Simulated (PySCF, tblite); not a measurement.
Species: C4H7FO2Si.
Z-matrix (Å and degrees, GFN2-xTB geometry), rows numbered from 1:
```
C 
C   1  1.3084
C   2  1.4765  1  148.63
O   3  1.3925  2  121.91  1    73.22
C   2  1.4700  1  149.29  3   178.86
O   5  1.3824  2  119.68  3  -108.51
Si  6  1.6109  5  131.92  2   158.10
F   7  1.6101  6  109.50  5    63.41
H   1  1.0791  2  121.70  3    -1.05
H   1  1.0780  2  121.56  3   178.54
H   3  1.0906  2  116.40  5   105.75
H   4  0.9644  3  109.63  2   -62.88
H   5  1.0866  2  117.48  3   105.74
H   7  1.4443  6  100.37  5   177.10
H   7  1.4523  6  115.24  5   -52.37
```

The calculation used wB97X-D/def2-SVPD in PySCF (dipole) on a GFN2-xTB geometry, gas phase.

Masses are those of the commonest isotopes; rigid-rotor values at the optimised geometry. The values belong to one conformer with, in the numbering `[CH2:1]=[C:2]1[C@@H:3]([OH:4])[C@@H:5]1[O:6][SiH2:7][F:8]`, C2–C3–O4–H -63°, C3–C5–O6–Si7 89°, C5–O6–Si7–F8 63°.

**Question.** What are A, B and C (cm⁻¹)?

**Answer.** Ia = 156.36, Ib = 581.35, Ic = 666.38 u·Å²; 505379 MHz·u·Å²/I gives 3232, 869.3 and 758.4 MHz, that is A = 0.10782, B = 0.02900, C = 0.02530 cm⁻¹.

**Question.** Classify the top.

**Answer.** A near-prolate asymmetric top; Ray's κ = -0.910.

**Question.** What does the inertial defect say?

**Answer.** Not planar: Δ = Ic − Ia − Ib = -71.32 u·Å². For a rigid frame Δ = −2 Σ m c², so Σ m c² = 35.66 u·Å² lies off the ab plane: 7.57 from hydrogen and 28.09 from heavier atoms. The atom farthest from that plane is 1.50 Å away.

**Question.** Give the coordinates in the principal-axis frame, origin at the centre of mass.

**Answer.** The sense of each axis is arbitrary; atoms in the order of the calculation.
| atom | mass (u) | a (Å) | b (Å) | c (Å) |
| --- | --- | --- | --- | --- |
| C1 | 12.000 | -2.749 | 1.609 | -0.199 |
| C2 | 12.000 | -1.871 | 0.645 | -0.082 |
| C3 | 12.000 | -1.534 | -0.697 | 0.432 |
| O4 | 15.995 | -2.058 | -1.856 | -0.135 |
| C5 | 12.000 | -0.533 | 0.113 | -0.374 |
| O6 | 15.995 | 0.571 | 0.652 | 0.259 |
| Si7 | 27.977 | 2.045 | 0.064 | 0.540 |
| F8 | 18.998 | 2.794 | -0.198 | -0.861 |
| H9 | 1.008 | -3.742 | 1.525 | 0.215 |
| H10 | 1.008 | -2.513 | 2.528 | -0.710 |
| H11 | 1.008 | -1.338 | -0.771 | 1.502 |
| H12 | 1.008 | -3.017 | -1.860 | -0.034 |
| H13 | 1.008 | -0.340 | -0.231 | -1.387 |
| H14 | 1.008 | 2.663 | 1.205 | 1.175 |
| H15 | 1.008 | 2.081 | -1.237 | 1.184 |

**Question.** List the rotational levels J(Ka,Kc) to J = 3 (MHz).

**Answer.** Above 0(0,0):
J = 1: 1(0,1) 1628, 1(1,1) 3991, 1(1,0) 4102
J = 2: 2(0,2) 4879, 2(1,2) 7135, 2(1,1) 7468, 2(2,1) 14557, 2(2,0) 14560
J = 3: 3(0,3) 9747, 3(1,3) 11850, 3(1,2) 12515, 3(2,2) 19440, 3(2,1) 19459, 3(3,1) 31534, 3(3,0) 31534
Those of J = 1 are B + C, A + C and A + B.

**Question.** Which types of transition are allowed, and where do some lines up to J = 4 fall?

**Answer.** The dipole components are |μa| = 2.32 D, |μb| = 0.53 D, |μc| = 1.52 D. The squared components, which scale the intensities, stand as 1.00 : 0.05 : 0.43 (a : b : c). Some lines, for components of 0.1 D or more:

```json
{"type": "a", "branch": "Q", "J(Ka,Kc)": "3(1,2) ← 3(1,3)", "MHz": "666", "lower level (cm⁻¹)": "0.395"}
{"type": "a", "branch": "Q", "J(Ka,Kc)": "4(1,3) ← 4(1,4)", "MHz": "1109", "lower level (cm⁻¹)": "0.605"}
{"type": "c", "branch": "Q", "J(Ka,Kc)": "1(1,1) ← 1(0,1)", "MHz": "2363", "lower level (cm⁻¹)": "0.054"}
{"type": "b", "branch": "Q", "J(Ka,Kc)": "4(1,3) ← 4(0,4)", "MHz": "3020", "lower level (cm⁻¹)": "0.541"}
{"type": "a", "branch": "R", "J(Ka,Kc)": "2(0,2) ← 1(0,1)", "MHz": "3252", "lower level (cm⁻¹)": "0.054"}
{"type": "b", "branch": "R", "J(Ka,Kc)": "4(0,4) ← 3(1,3)", "MHz": "4371", "lower level (cm⁻¹)": "0.395"}
{"type": "b", "branch": "R", "J(Ka,Kc)": "2(1,2) ← 1(0,1)", "MHz": "5507", "lower level (cm⁻¹)": "0.054"}
{"type": "a", "branch": "R", "J(Ka,Kc)": "4(1,3) ← 3(1,2)", "MHz": "6725", "lower level (cm⁻¹)": "0.417"}
{"type": "b", "branch": "Q", "J(Ka,Kc)": "3(2,2) ← 3(1,3)", "MHz": "7590", "lower level (cm⁻¹)": "0.395"}
{"type": "b", "branch": "Q", "J(Ka,Kc)": "4(2,3) ← 4(1,4)", "MHz": "7817", "lower level (cm⁻¹)": "0.605"}
{"type": "b", "branch": "Q", "J(Ka,Kc)": "3(3,0) ← 3(2,1)", "MHz": "12075", "lower level (cm⁻¹)": "0.649"}
{"type": "b", "branch": "Q", "J(Ka,Kc)": "4(3,2) ← 4(2,3)", "MHz": "12105", "lower level (cm⁻¹)": "0.866"}
{"type": "b", "branch": "Q", "J(Ka,Kc)": "4(4,0) ← 4(3,1)", "MHz": "16921", "lower level (cm⁻¹)": "1.269"}
{"type": "c", "branch": "R", "J(Ka,Kc)": "3(3,1) ← 2(2,1)", "MHz": "16977", "lower level (cm⁻¹)": "0.486"}
{"type": "b", "branch": "R", "J(Ka,Kc)": "3(3,0) ← 2(2,1)", "MHz": "16977", "lower level (cm⁻¹)": "0.486"}
{"type": "b", "branch": "R", "J(Ka,Kc)": "4(4,0) ← 3(3,1)", "MHz": "23440", "lower level (cm⁻¹)": "1.052"}
```

**Question.** Estimate the classical rotational partition function at 10 K, 100 K and 298.15 K.

**Answer.** Point group C1, symmetry number σ = 1; q = (√π/σ)·√((kT/h)³/(ABC)), k/h = 20836.6 MHz/K: 3650 at 10 K, 115000 at 100 K, 595000 at 298.15 K.

Its GFN2-xTB frequencies are all real (lowest 24 cm⁻¹). No vibrational averaging or centrifugal distortion is included, and the geometry carries the error of its method.
